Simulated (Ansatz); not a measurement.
Two members of one family (Oligo(phenylene ethynylene), silylethynyl ends), computed with Ansatz in the gas phase. Binding counts from free atoms in the multiplicity of their measured ground term, without zero-point energy. Sets without diffuse functions give affinities that are too small. A dash marks a value that wasn't run or was left out as unsound. The structures are stationary points that may keep the symmetry of their start. Remarks come from the PBE and PBE0 runs and from stability tests at other levels; not every state was tested. HOMO above LUMO (over both spins in singlets and doublets, within one spin in higher multiplets; at PBE or PBE0), or a gap under 0.15 eV within one spin, warns that the state may not be the lowest or that an electron is smeared out.

First: C[Si](C)(C)C#CC#Cc1ccc(C#Cc2ccc(C#Cc3ccc(C#Cc4ccc(C#C[Si](C)(C)C)cc4)cc3)cc2)cc1 (singlet, charge 0, PBE-D4/def2-SVP geometry).

```xyz
78

C   -10.078  -15.357    3.548
Si   -9.871  -15.031    1.697
C   -11.552  -14.764    0.876
C    -8.943  -16.455    0.870
C    -8.870  -13.488    1.491
C    -8.196  -12.452    1.358
C    -7.458  -11.318    1.215
C    -6.785  -10.285    1.087
C    -6.014   -9.104    0.947
C    -6.641   -7.829    0.884
C    -5.882   -6.669    0.750
C    -4.464   -6.730    0.672
C    -3.691   -5.548    0.541
C    -3.016   -4.521    0.432
C    -2.241   -3.339    0.309
C    -0.819   -3.395    0.330
C    -0.058   -2.236    0.214
C    -0.681   -0.967    0.067
C     0.097    0.215   -0.051
C     0.774    1.243   -0.153
C     1.553    2.422   -0.270
C     2.952    2.399   -0.018
C     3.718    3.556   -0.132
C     3.122    4.789   -0.510
C     3.903    5.968   -0.631
C     4.583    6.992   -0.737
C     5.367    8.169   -0.863
C     4.798    9.373   -1.360
C     5.569   10.527   -1.488
C     6.943   10.528   -1.124
C     7.731   11.706   -1.257
C     8.416   12.728   -1.375
Si    9.443   14.256   -1.556
C     9.237   14.907   -3.319
C    11.248   13.806   -1.222
C     8.837   15.537   -0.305
C     7.511    9.325   -0.628
C     6.742    8.170   -0.501
C     1.723    4.812   -0.765
C     0.957    3.656   -0.646
C    -2.101   -0.910    0.042
C    -2.863   -2.069    0.163
C    -3.838   -8.006    0.735
C    -4.596   -9.167    0.868
H   -10.600  -14.515    4.045
H   -10.675  -16.279    3.713
H    -9.094  -15.490    4.042
H   -12.090  -13.913    1.340
H   -12.182  -15.671    0.982
H   -11.437  -14.548   -0.205
H    -8.796  -16.260   -0.211
H    -7.945  -16.601    1.332
H    -9.514  -17.401    0.977
H    -7.737   -7.769    0.944
H    -6.376   -5.688    0.703
H    -0.326   -4.372    0.441
H     1.041   -2.292    0.233
H     3.425    1.450    0.274
H     4.798    3.526    0.069
H     3.735    9.385   -1.645
H     5.118   11.453   -1.875
H     9.840   15.828   -3.466
H     8.177   15.152   -3.531
H     9.570   14.155   -4.062
H    11.897   14.700   -1.323
H    11.373   13.401   -0.197
H    11.605   13.038   -1.938
H     8.933   15.157    0.733
H     9.431   16.470   -0.386
H     7.771   15.790   -0.479
H     8.574    9.315   -0.343
H     7.193    7.244   -0.115
H     1.250    5.761   -1.058
H    -0.124    3.687   -0.845
H    -2.594    0.067   -0.070
H    -3.962   -2.011    0.145
H    -2.742   -8.066    0.676
H    -4.102  -10.148    0.915
```

```csv
level,HOMO (eV),LUMO (eV),gap (eV),vertical IE (eV),vertical EA (eV),vertical triplet (eV),binding per atom (eV)
PBE-D4/def2-SVP,-5.02,-3.12,1.90,–,–,–,5.35
PBE-D4/def2-TZVP,-5.07,-3.20,1.87,6.24,2.13,1.77,5.28
r2SCAN-D4/def2-TZVP,-5.19,-3.16,2.03,–,–,–,5.12
PBE0-D4/def2-SVP,-5.81,-2.58,3.23,–,–,–,5.24
PBE0-D4/def2-TZVP,-5.82,-2.62,3.19,6.64,1.89,2.21,5.17
```

Second: C58H42Si2 (singlet, charge 0, PBE-D4/def2-SVP geometry).

Cartesian coordinates in Å:
```
C -24.097 -3.561 -7.332
Si -23.033 -3.599 -8.895
C -23.477 -2.163 -10.040
C -23.224 -5.253 -9.790
C -21.262 -3.412 -8.391
C -20.075 -3.284 -8.047
C -18.776 -3.143 -7.667
C -17.594 -3.013 -7.315
C -16.246 -2.860 -6.906
C -15.635 -1.575 -6.885
C -14.314 -1.424 -6.473
C -13.544 -2.547 -6.064
C -12.202 -2.389 -5.631
C -11.039 -2.245 -5.245
C -9.707 -2.075 -4.787
C -8.966 -3.172 -4.268
C -7.667 -2.999 -3.801
C -7.046 -1.720 -3.833
C -5.728 -1.536 -3.340
C -4.588 -1.368 -2.898
C -3.285 -1.164 -2.373
C -2.609 -2.201 -1.675
C -1.341 -1.991 -1.139
C -0.689 -0.735 -1.280
C 0.594 -0.512 -0.718
C 1.703 -0.308 -0.216
C 2.969 -0.059 0.376
C 3.666 1.152 0.117
C 4.900 1.406 0.712
C 5.490 0.462 1.596
C 6.737 0.732 2.218
C 7.814 0.978 2.768
C 9.044 1.271 3.410
C 9.564 0.414 4.418
C 10.763 0.713 5.060
C 11.501 1.880 4.720
C 12.717 2.191 5.380
C 13.771 2.469 5.961
C 14.979 2.796 6.631
C 15.730 3.943 6.255
C 16.912 4.269 6.918
C 17.394 3.462 7.984
C 18.598 3.799 8.664
C 19.643 4.095 9.256
Si 21.203 4.543 10.142
C 22.557 3.330 9.622
C 20.887 4.421 12.002
C 21.675 6.308 9.663
C 16.645 2.314 8.358
C 15.463 1.987 7.695
C 10.985 2.732 3.706
C 9.784 2.436 3.066
C 4.795 -0.752 1.849
C 3.564 -1.008 1.251
C -1.361 0.298 -1.990
C -2.631 0.090 -2.521
C -7.783 -0.624 -4.361
C -9.084 -0.796 -4.825
C -14.154 -3.831 -6.090
C -15.475 -3.985 -6.503
H -23.823 -4.385 -6.644
H -25.171 -3.671 -7.593
H -23.971 -2.603 -6.788
H -23.343 -1.190 -9.527
H -24.537 -2.240 -10.362
H -22.840 -2.164 -10.947
H -22.939 -6.097 -9.131
H -22.583 -5.291 -10.694
H -24.277 -5.401 -10.107
H -16.221 -0.698 -7.196
H -13.851 -0.425 -6.458
H -9.437 -4.165 -4.236
H -7.105 -3.855 -3.398
H -3.104 -3.176 -1.557
H -0.829 -2.798 -0.596
H 3.217 1.892 -0.561
H 5.430 2.347 0.506
H 9.001 -0.489 4.692
H 11.153 0.044 5.842
H 15.366 4.576 5.432
H 17.485 5.160 6.620
H 22.734 3.377 8.528
H 22.277 2.288 9.878
H 23.511 3.569 10.137
H 21.804 4.682 12.571
H 20.587 3.392 12.288
H 20.079 5.113 12.315
H 20.876 7.024 9.946
H 22.609 6.615 10.177
H 21.839 6.394 8.571
H 17.010 1.682 9.181
H 14.890 1.097 7.994
H 11.548 3.637 3.432
H 9.394 3.105 2.286
H 5.244 -1.491 2.529
H 3.035 -1.949 1.456
H -0.866 1.272 -2.107
H -3.143 0.898 -3.061
H -7.311 0.370 -4.394
H -9.646 0.060 -5.226
H -13.568 -4.708 -5.777
H -15.938 -4.982 -6.517
```

Q: What does the change do? Estimate second minus first.

A: 
```csv
level,Δ HOMO (eV),Δ LUMO (eV),Δ gap (eV),Δ vertical IE (eV),Δ vertical EA (eV),Δ vertical triplet (eV),Δ binding per atom (eV)
PBE-D4/def2-SVP,0.06,-0.07,-0.13,–,–,–,0.14
PBE-D4/def2-TZVP,0.07,-0.07,-0.13,-0.27,0.27,-0.10,0.13
r2SCAN-D4/def2-TZVP,0.07,-0.07,-0.14,–,–,–,0.12
PBE0-D4/def2-SVP,0.08,-0.08,-0.16,–,–,–,0.13
PBE0-D4/def2-TZVP,0.09,-0.07,-0.16,-0.21,0.20,-0.02,0.13
```

Remarks: gap within one spin near zero at PBE or PBE0 (+1 doublet).
